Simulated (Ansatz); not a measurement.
Program: Ansatz. Geometries: PBE0-D4/def2-TZVP. ΔE: electronic, gas phase. CCSD(T)/CBS adds triple-zeta CCSD(T) − MP2 to the extrapolated MP2 energy (def2 sets, frozen cores). Functionals use def2-TZVPP. B3LYP here is the variant with VWN-RPA as its local correlation; programs differ in this. HSE06 is defined as in plane-wave codes. For Ga outer-core shells are correlated without core-valence functions, which leaves a few kJ/mol of doubt a bond. Scalar relativity is left out up to krypton. One conformer a species, not always the lowest.

`OB1O[SiH2]1` + `[OH][Ga]([Cl])[Cl]` → `ClB1O[SiH2]1` + `[OH][Ga]([OH])[Cl]`  (redistribution)

**Question.** Is it downhill or uphill in electronic energy at CCSD(T)/CBS, and by how much? (Best estimate.)

**Answer.** Computed: Uphill: ΔE = +91.5 kJ/mol.

**Question.** What do these levels give: B3LYP-D4, HSE06-D4, ωB97X-V, r2SCAN0, HF/def2-SVP, MP2/CBS(def2)? (An estimate is asked.)

**Answer.** The calculation gave: B3LYP-D4 97.3, HSE06-D4 98.5, ωB97X-V 95.3, r2SCAN0 101.0, HF/def2-SVP 116.1, MP2/CBS(def2) 88.0 kJ/mol.

Largest T1 diagnostic among the species: 0.015.

From BLYP to BHLYP (50 % exact exchange), in def2-TZVPP and without D4, ΔE moves by +12.2 kJ/mol. At CCSD(T), def2-SVP lies +5.9 kJ/mol from the extrapolated value and def2-TZVPP −0.8 kJ/mol.
